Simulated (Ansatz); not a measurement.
Basis-set extrapolation for B2Cl2F2H2, SMILES `Cl[B@H-]1[F+][B@H-](Cl)[F+]1` (PBE0-D4/def2-TZVP geometry, frozen core, Ansatz). Multiplicity 1, RHF reference.

```json
{"": "HF", "def2-TZVPP": "-1168.699326", "def2-QZVPP": "-1168.735406"}
{"": "MP2 correlation", "def2-TZVPP": "-1.094132", "def2-QZVPP": "-1.194387"}
{"": "CCSD(T) correlation", "def2-TZVPP": "-1.178927", "def2-QZVPP": "not run"}
```

Energies in hartree. Use E(X) = E(∞) + A·exp(−7.88·√X) for Hartree–Fock and E(X) = E(∞) + B·X^(−2.97) for correlation, with X = 3 and 4, and add CCSD(T) minus MP2 of the smaller set to the MP2 limit.

Question: What is the CCSD(T) energy at the basis-set limit?

Answer: HF limit: -1168.735406 + (-0.036080) × 0.13774 = -1168.74038. MP2 limit: -1.194387 + (-0.100255) × 0.74074 = -1.26865. Higher-order term: -1.178927 − (-1.094132) = -0.08479. Total: -1170.09382 hartree, 566.0 kJ/mol below CCSD(T)/def2-TZVPP.
